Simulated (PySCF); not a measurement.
CuCl, SMILES [Cu][Cl], multiplicity 1.

Coordinates come from a PBE0-D3(BJ)/def2-TZVPD optimisation. The multiplicity is an assumed one; other spin states were not compared.

These are PBE0-D3(BJ)/def2-TZVPD (PySCF 2.14.0) values and carry that method's errors.

Frequencies are harmonic and unscaled.

| mode | ν (cm⁻¹) | IR (km/mol) | moving atoms (share of kinetic energy) |
|---|---|---|---|
| 1 | 397 | 21.1 | Cl 64 %, Cu 36 % |
